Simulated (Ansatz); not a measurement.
`O[Si](F)(S)S` from Hartree–Fock to CCSD(T)

```tsv
atom	x (Å)	y (Å)	z (Å)
O1	-0.040	1.435	-0.087
Si2	-0.355	-0.158	0.021
F3	-1.932	-0.373	-0.017
S4	0.197	-1.078	1.844
S5	0.630	-1.075	-1.600
H6	-0.467	2.013	0.549
H7	1.495	-0.765	1.684
H8	0.472	0.000	-2.393
```

The species carries charge 0 and has multiplicity 1. All single points use the PBE0-D4/def2-TZVP geometry. It is one conformer, not always the lowest. Frozen core, restricted reference, Ansatz. CBS rows extrapolate triple and quadruple zeta; past MP2 they add the triple-zeta difference.

| basis | HF (Eh) | MP2 corr. |
| --- | --- | --- |
| def2-SVP | -1259.73686 | -0.72223 |
| def2-TZVPP | -1260.35913 | -0.95733 |
| def2-QZVPP | -1260.39944 | -1.04391 |

**Question.** Estimate the CCSD correlation energy and the (T) correction in each basis where they were run (hartree).

**Answer.** 
```tsv
basis	CCSD corr.	(T)
def2-SVP	-0.76380	-0.01744
def2-TZVPP	-0.99684	-0.03893
CBS(def2)	-1.14754	as TZ
```
